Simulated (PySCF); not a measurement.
C3H3, SMILES [CH2+][C][CH] (connectivity only; charge and spin as stated), charge +1, multiplicity 1.

Geometry optimised at B3LYP-D3(BJ)/def2-TZVP.

Level of theory: TDDFT-M06-2X/def2-SVPD run with PySCF 2.14.0.

Vertical excitations. Gas-phase values at a fixed geometry. State labels are in the subgroup C2v.

```csv
state,symmetry,energy (eV),λ (nm),f,main pairs
S1,A2,1.98,625,0.000,HOMO→LUMO 100 %
S2,A1,5.17,240,0.148,HOMO−1→LUMO 88 %
S3,A2,6.94,179,0.000,HOMO−2→LUMO 91 %
S4,B1,7.59,163,0.008,HOMO−3→LUMO 96 %
S5,A2,7.95,156,0.000,"HOMO−1→LUMO+1 79 %, HOMO→LUMO+3 14 %"
S6,A2,9.04,137,0.000,"HOMO→LUMO+3 78 %, HOMO−1→LUMO+1 18 %"
S7,A1,9.20,135,0.804,"HOMO→LUMO+1 72 %, HOMO−1→LUMO+3 15 %, HOMO−1→LUMO 12 %"
S8,B1,9.52,130,0.001,HOMO−4→LUMO 93 %
S9,B2,10.03,124,0.027,HOMO→LUMO+2 94 %
S10,B2,11.04,112,0.000,"HOMO→LUMO+4 54 %, HOMO→LUMO+5 39 %"
T1,A2,1.79,693,0,HOMO→LUMO 99 %
T2,A1,2.45,507,0,HOMO−1→LUMO 99 %
T3,A1,6.01,206,0,HOMO→LUMO+1 95 %
T4,A2,6.46,192,0,HOMO−2→LUMO 92 %
```
Triplets are in the Tamm–Dancoff approximation, which puts them higher than full response would, so one can lie above its singlet here.
